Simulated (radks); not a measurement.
Neutral beryllium inside a hard spherical wall (all orbitals vanish at R), configuration held at [He] 2s2 and not refilled when levels cross. Method: scalar-relativistic Kohn-Sham, r2SCAN, spin-polarised, spherical densities, finite nucleus; meta-GGA in the generalised Kohn-Sham scheme; Fermi nuclear charge, rms radius 2.519 fm; computed with a radial shooting solver on a logarithmic mesh with Libxc functionals. Eigenvalues in eV for spin up, with the zero of energy where the potential of the charges vanishes at infinity; a dash marks a level that is unbound or too diffuse for the functional's potential to be trusted. A positive occupied level is held by the wall or, in an anion where self-interaction has pushed it up, behind a barrier. The pressure on the wall is -dE/dV.

\begin{tabular}{lrrrrrrr}
R (bohr) & E (hartree) & kinetic (hartree) & e(1s) & e(2s) & e(2p, empty) & e(3s, empty) & pressure (GPa) \\ \hline
free & -14.65204 & 14.591 & -108.64 & -5.747 & -1.786 & - & 0 \\
20 & -14.65204 & 14.591 & -108.64 & -5.747 & -1.786 & - & < 0.0001 \\
12 & -14.65203 & 14.591 & -108.63 & -5.746 & -1.781 & 2.026 & 0.000193 \\
10 & -14.65192 & 14.592 & -108.62 & -5.736 & -1.758 & 2.638 & 0.00360 \\
4 & -14.46024 & 15.332 & -102.95 & -0.957 & 4.033 & 33.054 & 34.4 \\
2.5 & -13.27068 & 18.268 & -90.134 & 19.552 & 22.296 & 116.21 & 761 \\
2 & -11.63114 & 21.679 & -80.098 & 45.333 & 41.272 & 202.34 & 2970 \\
\end{tabular}
